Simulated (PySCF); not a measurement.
`C1[C@](C=O)(CF)C=C1F`, C6H6F2O

Geometry (Å), atoms numbered from 1 in this order:
```xyz
15

O    -0.925   -1.790    1.543
C    -1.086   -0.677    1.134
C    -0.245   -0.017    0.068
C    -1.105    0.704   -0.967
F    -1.914    1.629   -0.362
C     0.858    0.830    0.700
C     1.805    0.053    0.191
F     3.133    0.065    0.242
C     0.896   -0.902   -0.517
H    -1.867   -0.010    1.541
H    -0.479    1.248   -1.682
H    -1.760    0.001   -1.494
H     0.817    1.704    1.318
H     0.900   -1.922   -0.135
H     0.969   -0.909   -1.602
```

The calculation used PySCF 2.14.0, GIAO PBE0/3-21G magnetisability, rotational g tensor and spin-rotation constants, non-relativistic, gas phase. Geometry: GFN2-xTB.

(1) Give the nuclear spin-rotation constants along the inertial axes (H = +C I·J) beside the isotropic shieldings.

Results:

(1) Rotational constants 2.3052, 1.2196, 0.9347 GHz. A star marks the isotopologue with that one atom substituted, in its own axes.
| atom | isotope | Caa (kHz) | Cbb (kHz) | Ccc (kHz) | mean (kHz) | σ (ppm) |
| --- | --- | --- | --- | --- | --- | --- |
| F5 | 19F | 0.229 | 0.006 | 0.251 | 0.162 | 447.0 |
| F8 | 19F | 2.892 | 0.690 | 1.371 | 1.651 | 276.5 |
| H10 | 1H | 0.057 | -0.073 | -0.020 | -0.012 | 22.1 |
| H11 | 1H | -0.174 | 0.023 | -0.100 | -0.084 | 28.1 |
| H12 | 1H | -0.156 | -0.100 | -0.011 | -0.089 | 28.0 |
| H13 | 1H | -0.250 | -0.121 | 0.041 | -0.110 | 27.8 |
| H14 | 1H | -0.239 | 0.022 | -0.093 | -0.103 | 29.2 |
| H15 | 1H | -0.283 | -0.104 | -0.009 | -0.132 | 30.9 |
| O1 | 17O* | -0.895 | -1.246 | -0.229 | -0.790 | -280.6 |
| C2 | 13C* | 0.805 | 0.481 | 0.265 | 0.517 | 33.4 |
| C3 | 13C* | 0.414 | 0.162 | 0.128 | 0.235 | 161.7 |
| C4 | 13C* | 0.416 | 0.270 | 0.168 | 0.285 | 131.1 |
| C6 | 13C* | 0.669 | 0.197 | 0.233 | 0.366 | 106.6 |
| C7 | 13C* | 0.830 | 0.262 | 0.290 | 0.461 | 64.7 |
| C9 | 13C* | 0.246 | 0.174 | 0.125 | 0.182 | 175.8 |

For the geometry as given, no vibrational averaging.
